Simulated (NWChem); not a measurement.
System: Si$_{2}$NH$_{7}$O; SMILES N[SiH2]O[SiH3]

```xyz
11

Si     0.2072     1.9683    -0.0503
O     -0.3364     0.4545     0.3044
Si    -0.5413    -1.1460    -0.0823
N      0.8518    -2.1529     0.0357
H      0.1625     2.2281    -1.5168
H     -0.6472     2.9687     0.6393
H      1.6118     2.1419     0.4111
H     -1.5425    -1.6675     0.8750
H     -0.9951    -1.2313    -1.4935
H      1.2504    -2.3829     0.9381
H      1.5661    -2.1341    -0.6822
```
Atoms are numbered in this order, from 1.

Results from NWChem. Coordinates come from a B3LYP/6-31G* (spherical d) optimisation. Hybrids' shares of exact exchange are those that their runs print; pure functionals count as 0. The functionals differ in more than this share.

```
row               share of exact exchange  highest occupied level (eV)
----------------  -----------------------  ---------------------------
PBE/def2-TZVP                        0.00                        -6.36
BLYP/def2-TZVP                       0.00                        -6.22
B3LYP/def2-TZVP                      0.20                     withheld
PBE0/def2-TZVP                       0.25                        -7.81
PW6B95/def2-TZVP                     0.28                        -7.92
```

**Question.** Fit a straight line of the last column on the one before it, predict the withheld value, and compare with the run.

**Answer.** 
1. Means of the 4 shown rows: x = 0.133, y = -7.078. Slope Σ(x − x̄)(y − ȳ)/Σ(x − x̄)² = -0.4190/0.07068 = -5.929; intercept -6.292.
2. The shown rows scatter about the line by 0.055 (root mean square); the largest residual is +0.07, at BLYP/def2-TZVP.
3. At x = 0.20 (B3LYP/def2-TZVP; inside the shown range) the line gives -7.48.
4. The run gives -7.54, -0.06 from the line, 1.1 times the scatter.
